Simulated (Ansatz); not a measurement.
Consider the hydrogenolysis of a B–C bond: `C=CBC=C` + H₂ → `BC=C` + `C=C`.

Gas-phase electronic energies from Ansatz, PBE0-D4/def2-TZVP geometries. CCSD(T)/CBS adds triple-zeta CCSD(T) − MP2 to the extrapolated MP2 energy (def2 sets, frozen cores). This one scheme is used for every species. Functionals use def2-TZVPP. B3LYP here is the variant with VWN-RPA as its local correlation; programs differ in this. Each species was taken in one conformer, which may not be the lowest.

`C=CBC=C`:

Cartesian coordinates in Å:
```
C 0.896 0.385 -2.322
C 0.604 0.749 -1.068
B -0.050 -0.234 -0.080
C -0.408 0.135 1.372
C -0.978 -0.751 2.197
H 0.676 -0.619 -2.672
H 1.356 1.058 -3.041
H 0.846 1.769 -0.770
H -0.294 -1.349 -0.461
H -0.205 1.132 1.765
H -1.201 -1.758 1.857
H -1.241 -0.517 3.225
```

H₂:

Z-matrix (Å, degrees):
```
H
H 1 0.746
```

`BC=C`:

Z-matrix (Å, degrees):
```
B
C 1 1.534
H 1 1.197 2 122.0
H 1 1.199 2 118.7 3 180.0
C 2 1.339 1 120.5 3 180.0
H 2 1.089 1 121.7 3 -0.0
H 5 1.086 2 120.6 1 0.0
H 5 1.087 2 123.0 1 -180.0
```

`C=C`:

```xyz
6

C     0.502    0.159   -0.401
C    -0.502   -0.159    0.400
H     0.854    1.181   -0.493
H     1.013   -0.588   -0.997
H    -0.854   -1.181    0.493
H    -1.014    0.588    0.997
```

```tsv
level	ΔE (kJ/mol)	difference from CCSD(T)/CBS
r2SCAN-D4	16.1	6.9
PBE0-D4	12.7	3.5
ωB97X-V	6.1	-3.1
B2PLYP	6.3	-2.9
r2SCAN	14.4	5.2
B3LYP	2.5	-6.7
CCSD/def2-TZVPP	2.5	-6.7
HF/def2-QZVPP	-14.5	-23.7
SCS-MP2/def2-QZVPP	8.2	-1.0
CCSD/CBS(def2)	3.7	-5.5
CCSD(T)/CBS	9.2	0
```

Largest T1 diagnostic among the species: 0.011.

From PBE to PBE0 (25 % exact exchange), in def2-TZVPP and without D4, ΔE moves by −4.8 kJ/mol. The D4 term adds +8.3 kJ/mol with B3LYP and +4.7 kJ/mol with PBE0; it sums over pairs of atoms, weighted by their polarisabilities, and B3LYP, whose exchange is more repulsive, gets the larger term. In def2-TZVPP, CCSD(T) changes the Hartree–Fock value by +22.5 kJ/mol (the triples alone add +5.4 kJ/mol) and MP2 by +29.2 kJ/mol.
